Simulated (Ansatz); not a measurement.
Consider the substitution at a C–F bond: `FC1C=C1[SiH3]` + HBr → `[SiH3]C1=CC1Br` + H–F.

Isolated molecules relaxed with PBE0-D4/def2-TZVP in Ansatz; ΔE leaves out vibrations. CCSD(T)/CBS adds triple-zeta CCSD(T) − MP2 to the extrapolated MP2 energy (def2 sets, frozen cores). This one scheme is used for every species. DFT in def2-TZVPP. B3LYP here is the variant with VWN-RPA as its local correlation; programs differ in this. For Br outer-core shells are correlated without core-valence functions, which leaves a few kJ/mol of doubt a bond. Scalar relativity is left out up to krypton.

CCSD(T)/CBS gives -24.2 kJ/mol.

Problem. Another level gave -14.1 kJ/mol. Which?
A. ωB97M-V/def2-TZVPP
B. SCS-MP2/def2-TZVPP
C. B2PLYP/def2-TZVPP
D. B3LYP/def2-TZVPP

Solution. C. B2PLYP -14.1, ωB97M-V -9.8, SCS-MP2/def2-TZVPP -24.4, B3LYP -5.6 kJ/mol.

Largest T1 diagnostic among the species: 0.012.

The D4 term adds −8.5 kJ/mol with B3LYP and −4.6 kJ/mol with PBE0; it sums over pairs of atoms, weighted by their polarisabilities, and B3LYP, whose exchange is more repulsive, gets the larger term. In def2-TZVPP, CCSD(T) changes the Hartree–Fock value by −20.8 kJ/mol (the triples alone add −3.8 kJ/mol) and MP2 by −34.3 kJ/mol.
